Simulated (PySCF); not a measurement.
# One molecule, several mistakes: BCGeH6O

Calculated results; nothing here was measured. The program is PySCF 2.14.0, an open-source quantum chemistry code, run on an isolated molecule that a program drew, which may never have been made. The molecule is BCGeH6O (charge 0, doublet), drawn as the SMILES string `[BH2][Ge]([CH3])[OH]`.

Each row is a Hartree-Fock (HF) and frozen-core CCSD(T) single point in the cc-pVDZ basis, meant for a local HF minimum. Run 1 is clean. Each other run has one planted mistake out of seven kinds, and not every kind appears here: one electron removed, one electron added, multiplicity raised by two, geometry at a saddle point, minimal basis STO-3G, one bond length entered in bohr, all coordinates scaled. The reference is restricted for singlets and unrestricted otherwise, and also for a bond in bohr. Adding or removing an electron swaps singlet and doublet. Electrons count all cores. HOMO and LUMO are orbital energies over both spins, the gradient is its largest component, and the lowest frequency (negative if imaginary) is given only where the gradient is small. Bond lengths are over the 9 bonds as drawn. T1 is the CCSD diagnostic: over 0.02 (restricted) or 0.045 (unrestricted) a single reference is doubtful. Germanium has the cc-pVDZ-PP basis, with a core potential (ECP10MDF) in place of its 10 inner electrons, and its 3s, 3p and 3d shells are frozen in CCSD(T).

Geometry of the clean run:
```xyz
10
BCGeH6O, angstrom
B    -1.8729    0.4164    0.9707
Ge   -0.1851    0.5023   -0.0211
C     1.3115   -0.7468   -0.1307
O     0.1872    1.9053   -1.0411
H    -2.0643   -0.5572    1.6414
H    -2.6550    1.3151    0.8859
H     1.4621   -1.0710   -1.1628
H     2.2299   -0.2728    0.2226
H     1.1066   -1.6219    0.4872
H     1.0202    1.8813   -1.4887
```

```
run  electrons  basis functions  <S^2>  HOMO (eV)  LUMO (eV)  gradient (hartree/bohr)  lowest frequency (cm^-1)  mean bond (Å)  longest bond (Å)      T1  HF (hartree)  CCSD(T) (hartree)                 mistake
  1         57               95  0.758      -7.45       1.08                  2.8e-05                        94         1.3666             1.960  0.0163    -434.26607         -434.82992                no fault
  2         57               95  0.759      -7.43       0.95                  3.8e-02                         -         1.4294             2.050  0.0189    -434.24881         -434.82285  all coordinates scaled
  3         56               95  0.000     -17.34      -6.00                  7.0e-02                         -         1.3666             1.960  0.0195    -434.01958         -434.56781    one electron removed
  4         58               95  0.000      -0.33       8.45                  4.8e-02                         -         1.3666             1.960  0.0149    -434.25118         -434.85185                       ?
  5         57               95  3.767      -4.81      -2.44                  1.1e-01                         -         1.3666             1.960  0.0196    -434.05023         -434.60665                       ?
```

**Which mistake was planted in run 4, and what did it cost?**

It counts 58 electrons, one more than the clean run, at the same geometry and basis. So the mistake is: one electron added. Subtracting run 1 and multiplying by 627.51 kcal/mol a hartree, the energy moved by 9.3 kcal/mol in HF and -13.8 kcal/mol in CCSD(T).

**Which mistake was planted in run 5, and what did it cost?**

Electrons, basis and geometry are unchanged, and <S^2> is 3.767, beside S(S+1) = 3.75 for a multiplicity of 4. So the mistake is: multiplicity raised by two. Subtracting run 1 and multiplying by 627.51 kcal/mol a hartree, the energy moved by 135.4 kcal/mol in HF and 140.1 kcal/mol in CCSD(T).

